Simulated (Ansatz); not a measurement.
Gas-phase reaction in SMILES: CO[SiH3] + H+ → C[OH+][SiH3]
Geometries: B3LYP-D3(BJ)/def2-TZVP minima from Ansatz (a quantum-chemistry and plane-wave program).

Property: proton affinity (electronic energy difference), positive where the reaction releases energy, in kcal/mol. Correlated levels leave the core frozen unless marked. Spin-orbit coupling is left out. Non-relativistic. CBS marks a two-point X^-3 extrapolation of the correlation energy; Hartree-Fock from the larger set (for Q and 5 zeta extrapolated as (X+1)exp(-9√X)).

```
level                                                             program  proton affinity (kcal/mol)
---------------------------------------------------------  --------------  --------------------------
BLYP/def2-TZVPD                                                    Ansatz                       192.8
PBE0-D3(BJ)/def2-TZVP                                      Ansatz + dftd3                       194.0
PBE0-D4/def2-TZVPD                                         Ansatz + dftd4                           …
PBE0/def2-QZVPP                                                    Ansatz                           …
BHLYP-D3(BJ)/def2-TZVPD                                    Ansatz + dftd3                           …
r2SCANh/def2-TZVPD                                                 Ansatz                           …
LC-wPBE-D4/def2-TZVPD                                      Ansatz + dftd4                       194.0
CCSD/cc-pV(Q+d)Z                                                   Ansatz                       195.9
CCSD(T) with core electrons (1s frozen past Ne)/cc-pwCVTZ          Ansatz                       195.4
CCSD(T)/CBS(cc-pV(Q+d)Z,cc-pV(5+d)Z)                               Ansatz                       193.6
```

Question: Some entries are withheld; supply them.

Answer: 
- PBE0-D4/def2-TZVPD, proton affinity (kcal/mol): 193.3
- PBE0/def2-QZVPP, proton affinity (kcal/mol): 194.3
- BHLYP-D3(BJ)/def2-TZVPD, proton affinity (kcal/mol): 195.5
- r2SCANh/def2-TZVPD, proton affinity (kcal/mol): 192.7
